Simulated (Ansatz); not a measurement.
System: BHF, charge 1, singlet. BHF+ (parent SMILES [BH]F, singlet).
B3LYP-D3(BJ)/def2-TZVP minimum from Ansatz (a quantum-chemistry and plane-wave program):
```xyz
3

B      0.0000     0.0000    -0.6502
F      0.0000     0.0000     0.5641
H      0.0000     0.0000    -1.8264
```
Charge +1, spin multiplicity 1.

Hartree-Fock and CCSD(T) correlation energies in hartree (Ansatz). Open shells are spin-unrestricted; no spin-orbit coupling. Cores are frozen in correlated methods. No relativity. The spin of HBF+ (parent SMILES [BH]F, singlet) was assumed, and the state is the lowest solution found for it.

| basis | X | E(HF) | E(corr, CCSD(T)) |
|---|---|---|---|
| cc-pVTZ | 3 | -124.45681 | -0.33764 |
| cc-pVQZ | 4 | -124.46704 | -0.36390 |
| cc-pV5Z | 5 | -124.46965 | withheld |

Question: Fit E(corr) = E∞ + A/X³ to X = 3 and 4, predict X = 5, and compare with the run.

Answer: A = (-0.33764 - (-0.36390))/(1/27 - 1/64) = 1.2264; E∞ = -0.36390 - A/64 = -0.38306; at X = 5, E∞ + A/125 = -0.37325. The run gave -0.37324, 0.01 mEh above the prediction. The same form on X = 4 and 5 gives E∞ = -0.38304, 0.02 mEh above the first estimate.
